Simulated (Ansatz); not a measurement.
Saddle point of Si4NH14ClO, closed shell (Si₄H₉Cl ([SiH3][Si]([SiH3])([SiH3])[Cl]) + H₂O + NH₃ → Si₃H₇Cl ([SiH3][SiH]([SiH3])[Cl]) + SiH₄O ([OH][SiH3]) + NH₃; bonds formed: Si1–H8, Si2–O9; bonds broken: Si1–Si2, H8–O9), PBE0-D4/def2-TZVP structure:

```csv
atom,x (Å),y (Å),z (Å)
Si1,-0.6530,0.2751,-0.6010
Si2,-0.4317,1.5100,1.9035
Si3,0.4761,-0.1421,-2.6168
Si4,-1.5244,-1.7741,0.1119
Cl5,-2.3371,1.3398,-1.4026
H6,2.3645,-0.6991,0.3931
N7,1.5524,-1.3008,0.4580
H8,0.5937,1.8491,0.0322
O9,0.8745,2.3621,0.9021
H10,-1.8791,1.6470,1.6103
H11,0.0284,0.2268,2.4745
H12,-0.1979,2.5264,2.9847
H13,-0.3847,-0.8826,-3.5820
H14,0.8675,1.1453,-3.2628
H15,1.7307,-0.9322,-2.4378
H16,-0.7968,-2.9266,-0.4948
H17,-2.9658,-1.9126,-0.2340
H18,-1.3998,-1.9174,1.5937
H19,1.4767,-1.6117,1.4188
H20,1.7348,-2.1151,-0.1162
H21,0.8712,3.3328,0.8655
```

Energies are electronic, without zero-point energy. Barriers and step energies count from the start structure reached by relaxing down the imaginary mode; all methods use the PBE0-D4 structures, on which another method's saddle can fall below an end. Ansatz 0.2.0; basis: def2-TZVPP, with def2-QZVPP for the basis limit; cores frozen in the correlated methods. B3LYP uses VWN-RPA correlation. Extrapolation: Hartree–Fock as exp(−7.88 √X), correlation as X^−2.97.

```json
{"method": "SPW92", "barrier (eV)": "1.438", "step energy (eV)": "-0.534"}
{"method": "PBE-D4", "barrier (eV)": "1.610", "step energy (eV)": "-0.476"}
{"method": "BLYP-D4", "barrier (eV)": "?", "step energy (eV)": "-0.629"}
{"method": "r2SCAN-D4", "barrier (eV)": "1.727", "step energy (eV)": "-0.665"}
{"method": "B97M-V", "barrier (eV)": "1.829", "step energy (eV)": "-0.649"}
{"method": "PBE0-D4", "barrier (eV)": "1.760", "step energy (eV)": "-0.552"}
{"method": "B3LYP-D4", "barrier (eV)": "1.812", "step energy (eV)": "-0.687"}
{"method": "r2SCAN0-D4", "barrier (eV)": "?", "step energy (eV)": "-0.693"}
{"method": "BHLYP-D4", "barrier (eV)": "1.992", "step energy (eV)": "-0.770"}
{"method": "CAM-B3LYP-D4", "barrier (eV)": "1.890", "step energy (eV)": "-0.789"}
{"method": "wB97X-V", "barrier (eV)": "1.945", "step energy (eV)": "-0.710"}
{"method": "wB97M-V", "barrier (eV)": "?", "step energy (eV)": "-0.723"}
{"method": "B2PLYP", "barrier (eV)": "1.865", "step energy (eV)": "-0.803"}
{"method": "PBE-QIDH", "barrier (eV)": "1.870", "step energy (eV)": "-0.696"}
{"method": "RPA on PBE", "barrier (eV)": "1.914", "step energy (eV)": "-0.754"}
{"method": "HF", "barrier (eV)": "2.345", "step energy (eV)": "-1.027"}
{"method": "MP2", "barrier (eV)": "1.858", "step energy (eV)": "-0.757"}
{"method": "CCSD", "barrier (eV)": "2.006", "step energy (eV)": "-0.767"}
{"method": "CCSD(T)", "barrier (eV)": "1.919", "step energy (eV)": "-0.716"}
```

**Question.** Fill in the withheld barriers. (To be estimated.)

**Answer.** Computed: r2SCAN0-D4 1.819; wB97M-V 1.819; BLYP-D4 1.691 eV. Each is the energy of the saddle less that of the start structure, by the same method.

For comparison, the barrier by CCSD(T) at an estimated basis limit (MP2 extrapolated from triple and quadruple zeta, plus CCSD(T) − MP2 in triple zeta) is 1.893 eV.

T1 diagnostic: at most 0.013.

Labels in which every atom is bracketed show which atoms are joined, not bond orders.

For scale, one of the runs: CCSD(T)/def2-TZVPP, 468 basis functions, launched by `ansatz run in.yaml --threads 4 --pin off --events-out ev --progress --plain --max-ram 66560MiB --backend cuda --devices 0, --max-vram 37GiB`. Time: 48 s of wall clock on 4 CPU threads of an AMD EPYC 7R13 and a share of one NVIDIA H100; the host was shared. Peak host memory: 1.3 GiB.
